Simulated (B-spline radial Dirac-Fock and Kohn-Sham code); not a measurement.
# Dipole and non-dipole photoemission parameters of O²⁺ 2s

System: O²⁺, configuration [He] 2s2 2p2; threshold 64.85 eV (orbital energy of the model). Model: Dirac-Hartree-Slater photoionisation with a Latter tail; cross sections with all multipoles, angular parameters from the dipole term and its interference with E2. Program: a radial atomic solver.

For linearly polarised light dσ/dΩ = σ/(4π) [1 + β P₂(cos θ) + (δ + γ cos²θ) sin θ cos φ], with θ from the polarisation vector and φ the angle between the beam and the projection of the electron momentum on the plane normal to the polarisation.

```
hν (eV)   σ (kb)      β       γ
   87.5      797  2.000   0.010
    100      673  2.000  -0.013
    134      445  2.000  -0.025
    136      436  2.000  -0.024
    187      254  2.000   0.008
    283      116  2.000   0.083
    368     66.6  2.000   0.153
    537     28.3  2.000   0.269
    577     24.0  2.000   0.293
    637     19.0  2.000   0.327
    800     10.9  2.000   0.413
   1080     5.17  2.000   0.539
   1120     4.71  2.000   0.556
   1150     4.41  2.000   0.568
 1253.6     3.53  2.000   0.609
   1460        ?      ?       ?
   1500     2.21  2.000   0.699
   1960     1.08  2.000   0.849
   2000     1.02  2.000   0.862
   2040    0.968  2.000   0.874
   3210    0.272  2.000   1.181
   3820    0.164  2.000   1.312
 5414.7   0.0588  2.000   1.613
   6000   0.0433  2.000   1.710
   6120   0.0408  2.000   1.730
 8047.8   0.0177  2.000   2.020
  10800  0.00713  2.000   2.369
  13200  0.00380  2.000   2.634
```

Question: Give the values at 1460 eV.

Answer: σ = 2.37 kb, β = 2.000, γ = 0.685. For an s subshell δ is negligible.

Values without a named source are computed, but for edge energies of neutral atoms, which are taken from tables.
